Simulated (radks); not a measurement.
Spherical jellium clusters: N electrons in a uniform positive sphere of charge N and radius rs N^(1/3), rs = 4.07 bohr. Calculated with a radial shooting solver with Libxc functionals: non-relativistic Kohn-Sham, LDA (Slater exchange, Perdew-Wang correlation), spin-polarised, spherical densities. Levels are named by radial order and angular momentum (1s, 1p, 1d, 2s, ...), and open shells are averaged over m.

N = 20, configuration 1s2 1p6 1d10 2s2. This is the lowest configuration that the search found. Occupied and some empty levels:

level  occupation  eigenvalue (eV)  <r> (bohr)
1s              2          -4.8891       7.125
1p              6          -4.1976       8.226
1d             10          -3.2778       9.064
2s              2          -2.6759       7.481
1f              0          -2.1896       9.848
2p              0          -1.5240       9.470
1g              0         -0.99047       10.74

Energy (eV): total -37.7563, kinetic 32.609, external -1167.2, Hartree 577.18, exchange-correlation -71.451, background 591.14. Static polarisability (adiabatic kernel): 1828 bohr^3, against R^3 = 1348 for a classical metal sphere.
